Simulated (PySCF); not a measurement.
oxasilolan-5-one (C₃H₆O₂Si), SMILES O=C1CC[SiH2]O1. Geometry: B3LYP-D3(BJ)/def2-SVP. Other conformers were not sampled.

Computed equilibrium geometry at B3LYP-D3(BJ)/def2-SVP (PySCF confirms it by a frequency run) as Cartesian coordinates in Å (one conformer of several):
```xyz
12

O     -2.1132     1.0311    -0.1338
C     -1.0676     0.4524    -0.0970
C     -0.8948    -1.0661     0.0579
C      0.5370    -1.4208     0.5086
Si     1.5076     0.0969    -0.0674
O      0.1301     1.0946    -0.2311
H     -1.1131    -1.4961    -0.9351
H     -1.6805    -1.4336     0.7333
H      0.5954    -1.4930     1.6069
H      0.8878    -2.3788     0.0993
H      2.1832    -0.0466    -1.3842
H      2.4368     0.6922     0.9249
```
